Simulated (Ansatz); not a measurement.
`[CH3][SbH][CH2]O` + CH₄ → `[CH3][SbH][CH3]` + CH₃OH  (formal exchange of groups at the Sb–C bond)

Gas-phase electronic energies from Ansatz, PBE0-D4/def2-TZVP geometries. CCSD(T)/CBS is the MP2 limit (def2-TZVPP, def2-QZVPP) plus CCSD(T) − MP2 in def2-TZVPP, frozen cores. This one scheme is used for every species. Functionals use def2-TZVPP. B3LYP here is the variant with VWN-RPA as its local correlation; programs differ in this. Elements past krypton have def2 core potentials. For Sb outer-core shells are correlated without core-valence functions, which leaves a few kJ/mol of doubt a bond. Each species was taken in one conformer, which may not be the lowest.

```tsv
level	ΔE (kcal/mol)	difference from CCSD(T)/CBS
PBE-D4	0.7	1.6
r2SCAN-D4	0.3	1.2
PBE0-D4	-0.5	0.4
B3LYP-D4	0.0	0.9
ωB97X-V	-1.0	-0.1
B2PLYP	-0.9	0.0
PBE	0.2	1.1
r2SCAN	0.2	1.1
B3LYP	-0.8	0.1
HF/def2-TZVPP	-3.8	-2.9
MP2/def2-TZVPP	-1.0	-0.1
CCSD/def2-TZVPP	-1.6	-0.7
MP2/def2-QZVPP	-1.0	-0.1
SCS-MP2/def2-QZVPP	-1.4	-0.5
HF/CBS(def2)	-3.9	-3.0
CCSD/CBS(def2)	-1.5	-0.6
CCSD(T)/CBS	-0.9	0
```

Largest T1 diagnostic among the species: 0.013.

From PBE to PBE0 (25 % exact exchange), in def2-TZVPP and without D4, ΔE moves by −1.2 kcal/mol. In def2-TZVPP, CCSD(T) changes the Hartree–Fock value by +2.8 kcal/mol (the triples alone add +0.6 kcal/mol) and MP2 by +2.8 kcal/mol.
